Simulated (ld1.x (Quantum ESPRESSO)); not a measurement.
# u(r) = r·R(r): atom against pseudo-atom (Pb (Z = 82))

Columns: radius, all-electron u(r) and pseudo u(r) of the 6s shell (level -27.55 eV) of lead in the configuration [Xe] 4f14 5d10 6s2 6p0; Wu–Cohen, scalar-relativistic, TM semilocal scheme, ld1.x (Quantum ESPRESSO) 7.5.

```
r (bohr)  all-electron   pseudo
   0.100        0.1304  -0.1010
   0.200       -0.0258  -0.1864
   0.300       -0.2657  -0.2438
   0.400       -0.1031  -0.2681
   0.500        0.1749  -0.2641
   0.600        0.3604  -0.2438
   0.700        0.4049  -0.2212
   0.800        0.3342  -0.2070
   0.900        0.1931  -0.2083
   1.000        0.0207  -0.2309
   1.100       -0.1551  -0.2805
   1.200       -0.3174  -0.3606
   1.300       -0.4572  -0.4647
   1.400       -0.5714  -0.5716
   1.500       -0.6598  -0.6598
   1.600       -0.7241  -0.7241
   1.700       -0.7671  -0.7671
   1.800       -0.7914  -0.7914
   1.900       -0.8003  -0.8003
   2.000       -0.7965  -0.7965
   2.100       -0.7823  -0.7823
   2.200       -0.7600  -0.7600
   2.300       -0.7316  -0.7316
   2.400       -0.6987  -0.6987
   2.500       -0.6626  -0.6626
   2.600       -0.6246  -0.6246
```

(1) How many radial nodes do the two functions have?

(2) At about which radius was the pseudo-wave matched?

(3) Where does each function peak?

(4) Is the pseudo-wave norm-conserving?

Results:

(1) The all-electron 6s function has n − l − 1 = 5 (the table is too coarse to show those close to the nucleus); the pseudo-wave has 0, since the states of the same l below it are removed with the core.

(2) 1.50 bohr, where the columns begin to agree (steps of 0.10 bohr).

(3) Outermost all-electron maximum near 1.90 bohr, pseudo maximum near 1.90 bohr (to the table’s step).

(4) Yes: the TM semilocal scheme keeps the norm inside the radius equal to the all-electron one, which fixes the energy derivative of the logarithmic derivative at the level.
